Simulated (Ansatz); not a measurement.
CH₄ClFMoO₃, SMILES `C[O][Mo](=[O])([OH])([F])[Cl]`. The species carries charge 0 and has multiplicity 1. Mo: def2 effective core potential. The geometry is a stationary point of PBE0-D4/def2-TZVP. It is one conformer, not always the lowest.

```xyz
11

C     1.645    0.401    0.697
O     0.632    0.783   -0.188
Mo   -0.909    0.008   -0.797
O    -1.637    1.282   -1.559
O    -1.345   -0.124    1.044
F    -2.255   -1.289   -0.933
Cl    0.276   -1.295   -2.260
H     2.234   -0.407    0.250
H     1.192    0.047    1.629
H     2.286    1.262    0.894
H    -2.119   -0.670    1.223
```

(1) What is the dipole moment at r2SCAN/def2-TZVPP? (Estimate.)

(2) And with PBE, B3LYP, ωB97M-V? (An estimate is asked.)

(3) Give the Mulliken charges with r2SCAN, B3LYP, PBE in def2-TZVPP. (Best estimate.)

Answers

(1) Ansatz gave: 3.55 D, with components (2.13, -0.03, 2.83) D in this frame, pointing from negative to positive charge.

(2) Computed: PBE 3.48 D, B3LYP 3.50 D, ωB97M-V 3.36 D.

(3) The calculation gave: 
```
atom  r2SCAN  B3LYP    PBE
  C1    0.03  -0.09  -0.10
  O2   -0.36  -0.37  -0.29
 Mo3    1.50   1.51   1.29
  O4   -0.47  -0.46  -0.41
  O5   -0.49  -0.48  -0.43
  F6   -0.39  -0.40  -0.35
 Cl7   -0.30  -0.29  -0.28
  H8    0.08   0.12   0.12
  H9    0.10   0.13   0.12
 H10    0.08   0.12   0.12
 H11    0.23   0.22   0.21
```

B3LYP here is the variant with VWN-RPA as its local correlation; programs differ in this.
